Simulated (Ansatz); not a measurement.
Reaction (SMILES): F[SiH2]N[SiH3] + H+ → F[SiH2][NH2+][SiH3]
Structures are relaxed separately at B3LYP-D3(BJ)/def2-TZVP in Ansatz (a program for electronic structure), one conformer each, not searched for the lowest. Frequencies are from Ansatz.
Geometry of the first species:
```
N
H 1 1.0120
Si 1 1.7096 2 115.34
F 3 1.6082 1 112.54 2 85.88
Si 1 1.7377 2 115.67 3 173.93
H 3 1.4727 4 106.36 1 -119.23
H 3 1.4751 6 113.72 4 116.25
H 5 1.4782 1 106.76 2 179.94
H 5 1.4822 8 109.99 1 120.33
H 5 1.4823 8 109.60 9 118.29
```

Quantity: proton affinity (enthalpy at 298 K, with B3LYP-D3(BJ) rigid-rotor harmonic-oscillator terms), positive where the reaction releases energy, in eV. Cores are frozen in the correlated levels unless marked. Spin-orbit coupling is left out. No relativistic terms. CBS marks a two-point X^-3 extrapolation of the correlation energy; Hartree-Fock from the larger set. [CCSD(T)-MP2]/basis is that difference in the basis named.

```csv
level,program,proton affinity (eV)
revPBE/def2-TZVPD,Ansatz,[?]
r2SCAN0-D4/def2-TZVPD,Ansatz + dftd4,8.59
wB97M-V/def2-TZVPD,Ansatz,[?]
B2PLYP-D3(BJ)/def2-TZVPD,Ansatz + dftd3,8.59
B2PLYP/def2-TZVPD,Ansatz,8.57
"RI-MP2/CBS(cc-pV(T+d)Z,cc-pV(Q+d)Z)+[CCSD(T)-MP2]/cc-pV(T+d)Z",Ansatz,8.60
```

Problem. Fill in the missing entries.

Solution. 
- revPBE/def2-TZVPD, proton affinity (eV): 8.68
- wB97M-V/def2-TZVPD, proton affinity (eV): 8.49
